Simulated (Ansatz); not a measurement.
Born–Oppenheimer molecular dynamics of BCl$_{2}$FH$_{2}$ (6 atoms, charge 0, multiplicity 1). It starts at the highest image of a converged band, a first-order saddle point between two minima.

Method: RKS PBE0-D4/def2-SVP (Ansatz 0.2.0).

| Item | Value |
| --- | --- |
| ensemble | NVE (velocity Verlet) |
| time step | 0.5 fs |
| steps asked | 200 |
| starting velocities drawn for | 100 K |
| seed | 7170 |

First frame:

```xyz
6
Properties=species:S:1:pos:R:3
B -0.073 -0.302 0.034
Cl -0.068 0.086 2.100
F 1.112 0.055 -0.439
Cl -1.563 0.283 -0.704
H -0.139 -1.596 0.237
H -0.097 -1.175 1.229
```

How far do the bonds stretch over the last three quarters of this one trajectory? (Pairs bonded in most of those frames.)


| bond | mean (Å) | spread (Å) | shortest | longest |
| --- | --- | --- | --- | --- |
| B1–F3 | 1.318 | 0.010 | 1.30 | 1.34 |
| B1–Cl4 | 1.757 | 0.021 | 1.72 | 1.78 |
| B1–H5 | 1.208 | 0.022 | 1.17 | 1.27 |
| Cl2–H6 | 1.300 | 0.030 | 1.26 | 1.38 |

Pairs bonded in part of these frames only: B1–Cl2 9 %.

Mean temperature of the second half: 1449 K. The conserved energy stayed within 0.058 meV per atom of its start (net change -0.0045 meV per atom), so the integration is sound. The kinetic energy rose, since the run started high on the potential surface and went downhill. It ends in pieces (BClFH + ClH), so much of that is their flight and rotation, not heat. A run of 0.1 ps of so small a system gives no equilibrium averages. The orbitals stay closed-shell, which can raise the energy where a bond breaks towards radicals; this wasn't checked here.

The run took 3 min on 1 thread of AMD EPYC 9R45 96-Core Processor (Zen 5), on a shared host, peak memory 0.16 GiB.
